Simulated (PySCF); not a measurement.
C5H4F3N.
Cartesian coordinates in Å at the GFN2-xTB level; atoms count from 1:
```
atom  x, y, z in Å
C1     2.3630    0.5274    0.4986
N2     1.8649    0.0654   -0.5499
C3     0.9208   -0.8768   -0.7568
C4    -0.4080   -0.7779   -0.5458
C5    -1.0881    0.3124    0.0989
F6    -0.3616    1.3390    0.5947
C7    -2.4159    0.3851    0.2587
F8    -3.2580   -0.5493   -0.1788
F9    -3.0721    1.3671    0.8650
H10    2.1292    0.1691    1.5019
H11    3.0831    1.3285    0.4117
H12    1.2958   -1.7334   -1.3042
H13   -1.0575   -1.5561   -0.9119
```

Method: TDDFT CAM-B3LYP/def2-SVPD, vertical, gas phase, core orbitals frozen in the response in PySCF 2.14.0, density-fitted response routines.

Transition dipole moments from the ground state, in atomic units and in the frame of the coordinates above (overall signs are arbitrary), for the states with f of 0.002 or more among the lowest 7:

| state | E (eV) | μx | μy | μz |
| --- | --- | --- | --- | --- |
| S1 | 4.006 | 0.796 | 0.049 | -0.011 |
| S2 | 5.218 | -1.933 | 0.196 | 0.125 |
| S3 | 5.648 | 0.864 | -0.094 | -0.145 |
| S4 | 6.043 | -0.520 | -0.019 | 0.021 |
| S5 | 6.509 | 0.337 | 0.034 | -0.127 |
| S6 | 6.777 | -0.170 | 0.213 | -0.190 |
| S7 | 6.925 | -0.349 | -0.078 | 0.074 |

Question: Work out the oscillator strengths.

Answer: f = (2/3) ΔE |μ|² with ΔE in hartree (27.2114 eV).

```
state  |μ|² (au)  |μ| (D)      f
   S1      0.636     2.03  0.062
   S2      3.792     4.95  0.485
   S3      0.777     2.24  0.108
   S4      0.272     1.32  0.040
   S5      0.131     0.92  0.021
   S6      0.110     0.84  0.018
   S7      0.133     0.93  0.023
```

Question: What angle do the transition dipoles of S1 and S5 make?

Answer: |cos θ| = |μa·μb| / (|μa| |μb|) = 0.94, so θ ≈ 20° (taken between 0 and 90°, since the signs are arbitrary).

Question: What peak molar absorption coefficient would the strongest computed level give as a lone Gaussian band 0.3 eV wide at half height?

Answer: ε(max) = 2.175×10⁸ f / FWHM, with the width in cm⁻¹. S2: 2.175×10⁸ × 0.4848 / 2420 ≈ 44000 L mol⁻¹ cm⁻¹.

One conformer stands for the species.
